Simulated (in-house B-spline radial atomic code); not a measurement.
Configurations of neutral bismuth, with energies counted from [Xe] 4f14 5d10 6s2 (6p1/2)2 (6p3/2)1. Level of theory: Dirac-Hartree-Fock, average of each configuration as written, Fermi nucleus of rms radius 5.5211 fm; calculated with an all-electron radial atomic-structure program (B-spline basis). Energies include first-order Breit, QED and recoil terms.

Occupations are held fixed; configurations that lie above the ionisation limit could autoionise.

```tsv
configuration	E - E(ref) (eV)	highest orbital	its <r> (bohr)
[Xe] 4f14 5d10 6s2 (6p3/2)3	3.7523	6p3/2	3.155
[Xe] 4f14 (5d3/2)4 (5d5/2)5 6s2 (6p1/2)2 (6p3/2)1 (6g7/2)1	30.17	6g7/2	44
[Xe] (4f5/2)5 (4f7/2)8 5d10 (5g7/2)1 6s2 (6p1/2)2 (6p3/2)1	167.85	5g7/2	27.5
[Kr] (4d3/2)4 (4d5/2)5 4f14 5s2 5p6 5d10 6s2 (6p3/2)3 (7d3/2)1	455.6	7d3/2	19.37
[Kr] (4d3/2)3 (4d5/2)6 4f14 5s2 5p6 5d10 6s2 (6p1/2)2 (6p3/2)1 (7f5/2)1	474.87	7f5/2	47.86
```

(1) Order these further configurations by energy, lowest first.
A. [Xe] 4f14 (5d3/2)3 (5d5/2)6 (5g9/2)1 6s2 (6p1/2)2 (6p3/2)1
B. [Xe] 4f14 5d10 6s2 (6p1/2)2 (6g7/2)1
C. [Kr] (4d3/2)4 (4d5/2)5 4f14 5s2 5p6 5d10 6s2 (6p1/2)2 (6p3/2)1 (6f5/2)1
D. [Xe] 4f14 5d10 6s2 (6p1/2)1 (6p3/2)1 7s1
E. [Xe] 4f14 5d10 6s2 (6p1/2)1 (6p3/2)2

(2) How far above the reference does [Kr] (4d3/2)4 (4d5/2)5 4f14 5s2 5p6 5d10 (5f7/2)1 6s2 (6p1/2)1 (6p3/2)2 lie?

## Answers

(1) E (1.5474 eV), D (5.2121 eV), B (6.0997 eV), A (33.204 eV), C (450.67 eV).

(2) 452.64 eV; its least bound orbital is 5f7/2 with <r> = 17.93 bohr.
